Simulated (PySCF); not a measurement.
# Polarisability and C₆ of Sn⁺ (tin, charge +1)

[Kr] 4d10 5s2 5p1, 2P determinant. All numbers are calculated (PySCF 2.14, the spin-free X2C one-electron Hamiltonian (Gaussian nucleus), in aug-cc-pwCVTZ-DK3 (10s9p7d4f1g, 109 functions)). Coupled (time-dependent) response in atomic units; α is the mean over directions.

```json
{"method": "UHF", "mean α (bohr³)": "29.03", "α xx, yy, zz": "27.63, 31.82, 27.63", "C₆ (like pair)": "231.4", "S(−4)": "279.2"}
{"method": "PBE", "mean α (bohr³)": "27.32", "α xx, yy, zz": "25.14, 31.68, 25.14", "C₆ (like pair)": "211.7", "S(−4)": "263.4"}
{"method": "PBE0", "mean α (bohr³)": "27.38", "α xx, yy, zz": "25.53, 31.08, 25.53", "C₆ (like pair)": "213.4", "S(−4)": "255.6"}
```

S(−4) is the Cauchy moment in α(ω) = α(0) + S(−4) ω² + …

Spin-orbit coupling is absent.

α(iu) at PBE0:

```json
{"u (hartree)": "0", "α(iu) (bohr³)": "27.38"}
{"u (hartree)": "0.0500", "α(iu) (bohr³)": "26.76"}
{"u (hartree)": "0.100", "α(iu) (bohr³)": "25.09"}
{"u (hartree)": "0.200", "α(iu) (bohr³)": "20.31"}
{"u (hartree)": "0.300", "α(iu) (bohr³)": "15.77"}
{"u (hartree)": "0.500", "α(iu) (bohr³)": "9.845"}
{"u (hartree)": "0.750", "α(iu) (bohr³)": "6.286"}
{"u (hartree)": "1.00", "α(iu) (bohr³)": "4.520"}
{"u (hartree)": "1.50", "α(iu) (bohr³)": "2.832"}
{"u (hartree)": "2.00", "α(iu) (bohr³)": "2.013"}
{"u (hartree)": "3.00", "α(iu) (bohr³)": "1.199"}
{"u (hartree)": "5.00", "α(iu) (bohr³)": "0.5686"}
```

For an ion, C₆ is the dispersion term alone; charge-induced terms of lower order in 1/R come first.

The components differ because the open shell of this determinant is not spherical; for a pure term their mean is the scalar polarisability.
